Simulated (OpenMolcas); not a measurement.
A calculation on P-.

| Property | Result |
| --- | --- |
| Program | OpenMolcas 26.06 |
| Method | CASSCF |
| Basis | ANO-RCC-VTZP [5s4p2d1f] |
| Scalar Hamiltonian | DKH2, point nucleus |
| Active space | 6 electrons in 4 orbitals (3s 3p) |
| State averaging | 2S+1 = 3 even, 3 roots; 2S+1 = 1 even, 6 roots |
| Spin-orbit coupling | RASSI with atomic mean-field integrals over the reference wave functions, term energies averaged over their components |

(1) Which level of the active space comes out lowest?

(2) How high does 3s² 3p⁴ ³P₁ lie?

(3) How high does 3s² 3p⁴ ³P₀ lie?

Answers

(1) 3s² 3p⁴ ³P₂, with 100 % of that term.

(2) 0.0227 eV above the lowest level.

(3) 0.0335 eV above the lowest level.

Without dynamic correlation excited terms often stand tens of per cent too high (terms of higher spin than the ground term too low), and those without a measured partner can miss by more than the paired ones. No diffuse functions were added, so excited terms of the anion can stand markedly too high. Levels of configurations outside the active space are missing.
